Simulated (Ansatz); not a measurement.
Reaction (redistribution): `[SiH3]BS[SiH3]` + `F[CH]([SiH3])[AlH][SiH3]` → `FC([SiH3])B[SiH3]` + `[SiH3][AlH][S][SiH3]`

Computed with Ansatz on PBE0-D4/def2-TZVP structures; ΔE is electronic, products minus reactants. CCSD(T)/CBS is the MP2 limit (def2-TZVPP, def2-QZVPP) plus CCSD(T) − MP2 in def2-TZVPP, frozen cores. DFT in def2-TZVPP. Each species was taken in one conformer, which may not be the lowest.

Is it downhill or uphill in electronic energy at CCSD(T)/CBS, and by how much? (Estimate.)

The calculation gave: Downhill: ΔE = -62.2 kJ/mol.

What do these levels give: PBE-D4, r2SCAN-D4, PBE0-D4, ωB97X-V, PBE, PBE0, MP2/def2-TZVPP, SCS-MP2/def2-TZVPP, CCSD/def2-TZVPP, MP2/def2-QZVPP, HF/CBS(def2), MP2/CBS(def2)? (An estimate is asked.)

The calculation gave: PBE-D4 -65.4, r2SCAN-D4 -69.0, PBE0-D4 -68.0, ωB97X-V -62.1, PBE -61.3, PBE0 -64.5, MP2/def2-TZVPP -64.2, SCS-MP2/def2-TZVPP -58.7, CCSD/def2-TZVPP -59.5, MP2/def2-QZVPP -64.9, HF/CBS(def2) -52.1, MP2/CBS(def2) -65.6 kJ/mol.

Largest T1 diagnostic among the species: 0.015.

The D4 term adds −6.7 kJ/mol with B3LYP and −3.5 kJ/mol with PBE0; it sums over pairs of atoms, weighted by their polarisabilities, and B3LYP, whose exchange is more repulsive, gets the larger term. In def2-TZVPP, CCSD(T) changes the Hartree–Fock value by −8.2 kJ/mol (the triples alone add −1.3 kJ/mol) and MP2 by −11.6 kJ/mol.

B3LYP here is the variant with VWN-RPA as its local correlation; programs differ in this.
